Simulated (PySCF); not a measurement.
Isomers of C6H6O2.

All values: PBE0/def2-SVPD (PySCF) at GFN2-xTB geometries, gas phase, one conformer each. Core orbitals are frozen in the response; Δα² is half the sum of the squared differences of the principal polarisabilities.

Question: Rank by dipole moment, highest first.
A. `CC(=O)C#CC(C)=O`
B. `[O:1]=[C:2]([OH:3])[C:4]#[C:5][CH:6]1[CH2:7][CH2:8]1` with O1–C2–O3–H 0°
C. `Cc1cccc(=O)o1`
D. `[CH3:1][C:2](=[O:3])[O:4][CH:5]=[C:6]1[CH:7]=[CH:8]1` with C1–C2–O4–C5 180°, C2–O4–C5–C6 31°
E. `[CH2:1]=[CH:2][c:3]1[cH:4][cH:5][c:6]([OH:7])[o:8]1` with C1–C2–C3–C4 180°, C5–C6–O7–H 180°

Answer: C (5.07 D), A (3.28 D), B (2.94 D), D (1.56 D), E (0.33 D).

Question: Rank by polarisability anisotropy Δα, lowest first.
A. `Cc1cccc(=O)o1`
B. `[CH2:1]=[CH:2][c:3]1[cH:4][cH:5][c:6]([OH:7])[o:8]1` with C1–C2–C3–C4 180°, C5–C6–O7–H 180°
C. `[CH3:1][C:2](=[O:3])[O:4][CH:5]=[C:6]1[CH:7]=[CH:8]1` with C1–C2–O4–C5 180°, C2–O4–C5–C6 31°
D. `CC(=O)C#CC(C)=O`
E. `[O:1]=[C:2]([OH:3])[C:4]#[C:5][CH:6]1[CH2:7][CH2:8]1` with O1–C2–O3–H 0°

Answer: C (6.58 Å³), A (6.95 Å³), D (8.01 Å³), E (8.97 Å³), B (9.62 Å³).

All values together:

```json
{"SMILES": "CC(=O)C#CC(C)=O", "μ (D)": "3.28", "HOMO (eV)": "-8.15", "LUMO (eV)": "-2.32", "α (Å³)": "11.90", "Δα (Å³)": "8.01"}
{"SMILES": "CC(=O)OC=C1C=C1", "μ (D)": "1.56", "HOMO (eV)": "-6.04", "LUMO (eV)": "-0.68", "α (Å³)": "11.25", "Δα (Å³)": "6.58"}
{"SMILES": "O=C(O)C#CC1CC1", "μ (D)": "2.94", "HOMO (eV)": "-7.80", "LUMO (eV)": "-1.18", "α (Å³)": "11.90", "Δα (Å³)": "8.97"}
{"SMILES": "C=Cc1ccc(O)o1", "μ (D)": "0.33", "HOMO (eV)": "-5.70", "LUMO (eV)": "-0.74", "α (Å³)": "12.44", "Δα (Å³)": "9.62"}
{"SMILES": "Cc1cccc(=O)o1", "μ (D)": "5.07", "HOMO (eV)": "-6.87", "LUMO (eV)": "-1.73", "α (Å³)": "11.48", "Δα (Å³)": "6.95"}
```

Conformers: `[CH3:1][C:2](=[O:3])[O:4][CH:5]=[C:6]1[CH:7]=[CH:8]1` with C1–C2–O4–C5 180°, C2–O4–C5–C6 31°; `[O:1]=[C:2]([OH:3])[C:4]#[C:5][CH:6]1[CH2:7][CH2:8]1` with O1–C2–O3–H 0°; `[CH2:1]=[CH:2][c:3]1[cH:4][cH:5][c:6]([OH:7])[o:8]1` with C1–C2–C3–C4 180°, C5–C6–O7–H 180°.
